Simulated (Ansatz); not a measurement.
## One elementary step

Start structure (SnHCl$_{3}$, singlet), relaxed at PBE0-D4/def2-TZVP:

```xyz
5
angstrom
Sn 0.6593 1.2908 0.2578
Cl 1.4713 -0.6196 -0.9961
H -0.8515 -0.8145 -1.0172
Cl -1.8648 -0.1002 -0.6229
Cl 0.5856 0.2436 2.3784
```

The step: SnCl₂ + HCl → SnCl₂ + HCl; bonds formed: Sn1–Cl4, Cl2–H3; bonds broken: Sn1–Cl2, H3–Cl4. Computed with Ansatz 0.2.0 (basis: def2-TZVPP and def2-QZVPP); correlated methods freeze the cores. Filled d shells of the heavier atoms are correlated. Core potentials replace the inner electrons of the atoms past krypton. The def2 sets are not built for correlating such inner shells, so the correlated values are less sure here. Extrapolation: Hartree–Fock as exp(−7.88 √X), correlation as X^−2.97. Energies below are by CCSD(T) at an estimated basis limit (MP2 extrapolated from triple and quadruple zeta, plus CCSD(T) − MP2 in triple zeta).

Task: What are the electronic barrier and the energy of the step, from the start structure to the end structure? (Judge from chemistry; the value comes from the calculation.)

Result: Computed: Barrier 23.0 kJ/mol; step energy 0.0 kJ/mol (both ends alike: a degenerate step); reverse barrier, their difference, 23.0 kJ/mol. Barrier and step energy count from the start structure, the reverse barrier from the end structure.

The saddle point: One imaginary mode of 304i cm⁻¹.
```tsv
pair	start (Å)	saddle (Å)	end (Å)
Sn1–Cl4	3.01	2.63	2.42
Cl2–H3	2.33	1.56	1.30
Sn1–Cl2	2.43	2.63	3.01
H3–Cl4	1.30	1.56	2.33
```

Zero-point energy (harmonic, PBE0-D4): ZPE is 27.0 kJ/mol at the start and 20.8 kJ/mol at the saddle, so the barrier goes from 23.0 to 16.8 kJ/mol.

No T1 diagnostic of these runs exceeds 0.013.

For scale, one of the runs: CCSD(T)/def2-TZVPP, 190 basis functions, launched by `ansatz run in.yaml --threads 4 --pin off --events-out ev --progress --plain --max-ram 9574MiB`. Time: 72 s of wall clock on 4 CPU threads of an Arm Neoverse V1; the host was shared. Peak host memory: 2.1 GiB.
